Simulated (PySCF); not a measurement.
## Structure elucidation problem

Molecular formula: C5H12O2Si. Simulated spectra:

1H NMR (400 MHz, computed): δ 4.94 (d, 1H), 3.84 (s, 6H), 0.45 (m, 2H), 0.40 (m, 2H), -0.48 (m, 1H).

13C{1H} NMR (computed): δ 51.7 (CH3, 2C), 2.1 (CH2, 2C), -3.4 (CH).

Level of theory: shieldings: GIAO PBE0/pcSseg-1, structure optimised with GFN2-xTB, in PySCF 2.14 (non-relativistic, no solvent, a single conformation, rapidly exchanging positions averaged).

Scale: 1H (σref 31.72), 13C (σref 186.93) against TMS (reference shieldings calculated alike).

Which candidate is it?
A. CC/C=C\CO[SiH2]O
B. CO[C@@H]1[C@H]([SiH3])[C@@H]1OC
C. CO[SiH](OC)C1CC1
D. CC(C)CC(=O)O[SiH3]

Results:

C. 

- The formula gives 1 degree of unsaturation (1 ring in the answer).
- 3 carbon signals for 5 carbons: some carbons are equivalent by symmetry or fast rotation.
- Carbon types of the structure: 1 × CH, 2 × CH2, 2 × CH3, leaving 1 H on heteroatoms.
- δC 51.7: methyl carbon bonded to O; the inductive effect lowers its shielding.
- δC 2.1, -3.4: three-membered-ring carbon; carbons of three-membered rings are unusually shielded.
- δH 4.94: hydrogen on a silicon bonded to C, 2 O.
- δH 3.84: hydrogen on a methyl carbon bonded to O; its carbon carries O, hence the downfield position.
- δH 0.45, 0.40, -0.48: hydrogen on a three-membered-ring carbon; cyclopropane-type protons are shielded by the ring.

The others: CO[C@@H]1[C@H]([SiH3])[C@@H]1OC would give 4 signals for carbon-bound and other non-exchanging H, not 5; CC/C=C\CO[SiH2]O would give 5 carbon signals, not 3; CC(C)CC(=O)O[SiH3] would give 4 carbon signals, not 3.

Shifts are as computed. Against solution values, carbons near 30 ppm lie about +3 ppm off and those near 130 ppm about +5 ppm. Of 1211 compounds with measured shifts, 218 miss one by over three times the rms of a fit or turn the order of signals round; such compounds aren't used in these exercises. Multiplicities follow the n + 1 count of equivalent neighbours, as no J values were calculated; m marks all less simple cases, F and P coupling included.
